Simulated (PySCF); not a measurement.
# Field gradients at the hydrogen positions

CH₁₄ClNSi₅.
Z-matrix (Å and degrees, GFN2-xTB geometry), rows numbered from 1:
```
Si
Si  1  2.3073
C   2  1.9014  1  111.66
Si  3  1.8894  2  114.40  1   -68.19
N   4  1.7524  3  110.11  2   171.64
Si  5  1.7449  4  119.92  3  -138.16
Si  5  1.7313  4  119.01  3    45.11
Cl  7  2.0050  5  109.12  4   -89.51
H   1  1.4668  2  112.27  3   175.82
H   1  1.4673  2  113.41  3   -64.84
H   1  1.4668  2  113.20  3    56.02
H   2  1.4723  1  112.91  3  -121.00
H   2  1.4747  1  112.51  3   120.26
H   3  1.0908  2  108.99  1    54.66
H   3  1.0901  2  108.90  1   169.60
H   4  1.4699  3  110.97  2   -69.55
H   4  1.4642  3  111.63  2    53.69
H   6  1.4613  5  107.83  4   161.93
H   6  1.4606  5  108.08  4    42.40
H   6  1.4653  5  108.30  4   -77.98
H   7  1.4562  5  109.47  4   152.29
H   7  1.4577  5  109.63  4    29.04
```

Level: PBE0/pcSseg-1 (PySCF, non-relativistic); Q(2H) = 0.00286 b; rigid geometry, the same for H and D, with no vibrational averaging.

Problem. Tabulate Vzz, the asymmetry η and χzz = 234.96 MHz × Q × Vzz for every hydrogen position.

Solution. 
```tsv
atom	bonded to	bond length (Å)	Vzz (au)	η	χzz (kHz)
H9	Si1	1.467	0.1628	0.00	109
H10	Si1	1.467	0.1623	0.00	109
H11	Si1	1.467	0.1623	0.00	109
H12	Si2	1.472	0.1580	0.02	106
H13	Si2	1.475	0.1563	0.01	105
H14	C3	1.091	0.3166	0.01	213
H15	C3	1.090	0.3194	0.00	215
H16	Si4	1.470	0.1570	0.01	106
H17	Si4	1.464	0.1575	0.06	106
H18	Si6	1.461	0.1608	0.06	108
H19	Si6	1.461	0.1621	0.04	109
H20	Si6	1.465	0.1594	0.02	107
H21	Si7	1.456	0.1629	0.02	109
H22	Si7	1.458	0.1624	0.02	109
```

Problem. Average by the element that carries the hydrogen.

Solution. on Si: 108 kHz over 12 positions, mean bond length 1.465 Å; on C: 214 kHz over 2 positions, mean bond length 1.090 Å.

Problem. How does χzz go with the bond length over the 12 Si–H bonds?

Solution. A straight-line fit has a slope of -2.0 kHz for each 0.01 Å, with a correlation coefficient of -0.67, over lengths from 1.456 to 1.475 Å.

Problem. Give the 2H NMR doublet splittings at H22 for a magnetic field along the z, y and x axes of the gradient: 3χ/2, 3χ(1 + η)/4, 3χ(1 − η)/4.

Solution. With |χ| = 109.1 kHz and η = 0.021: 164, 84 and 80 kHz, to first order and without motion.

Geometry: GFN2-xTB, one conformer, isolated molecule. GFN2-xTB frequencies show an imaginary mode (49i cm⁻¹), so this geometry is no minimum at that level. GFN2-xTB bond lengths can be off by several hundredths of an ångström, more for odd bonds, and the gradients follow them. A larger basis could move these couplings by a tenth or more.
